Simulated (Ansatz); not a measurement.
C$_{2}$H$_{9}$SbSi (`C[CH2][SbH][SiH3]`), 13 atoms. The species carries charge 0 and has multiplicity 1. Correlated methods include outer-core shells of Sb, which these sets cover unevenly. Sb: def2 effective core potential. All runs use 4 threads of an Arm Neoverse V2 on a shared host. Correlated methods freeze the cores.

Q: Give the basis size and wall time and peak host memory of each of these runs in Ansatz. RKS BHLYP-D4/def2-TZVPP energy; RHF-CCSD(T)/def2-TZVPP energy; RKS PBE0-D4/def2-TZVP frequencies; RKS ωB97M-V/def2-SVP energy; RKS r2SCAN-D4/def2-TZVPP energy and forces; RKS ωB97M-V/def2-QZVPP energy; RKS PBE0-D4/def2-QZVPP energy; RKS PBE0-D4/def2-TZVPP energy; direct RPA on PBE orbitals/def2-TZVPP energy; RKS PBE0-D4/def2-SVP energy; RHF-CCSD(T)/def2-SVP energy; RHF-MP2/def2-QZVPP energy. (Estimate.)

A: The calculation gave: Other jobs shared the machine, so times are rough.

| level | job | functions | wall time | peak host memory (GiB) |
| --- | --- | --- | --- | --- |
| RKS PBE0-D4/def2-SVP | energy | 117 | 1.1 s | 0.29 |
| RKS PBE0-D4/def2-TZVPP | energy | 280 | 3 s | 0.78 |
| RKS BHLYP-D4/def2-TZVPP | energy | 280 | 3.2 s | 0.81 |
| RKS ωB97M-V/def2-SVP | energy | 117 | 4.3 s | 0.4 |
| RKS r2SCAN-D4/def2-TZVPP | energy and forces | 280 | 4.9 s | 0.41 |
| direct RPA on PBE orbitals/def2-TZVPP | energy | 280 | 6.5 s | 0.8 |
| RHF-CCSD(T)/def2-SVP | energy | 117 | 7.5 s | 0.68 |
| RKS PBE0-D4/def2-QZVPP | energy | 536 | 9 s | 2.2 |
| RKS ωB97M-V/def2-QZVPP | energy | 536 | 22 s | 2.6 |
| RHF-MP2/def2-QZVPP | energy | 536 | 25 s | 3.8 |
| RKS PBE0-D4/def2-TZVP | frequencies | 203 | 3.1 min | 0.64 |
| RHF-CCSD(T)/def2-TZVPP | energy | 280 | 4.6 min | 8.4 |
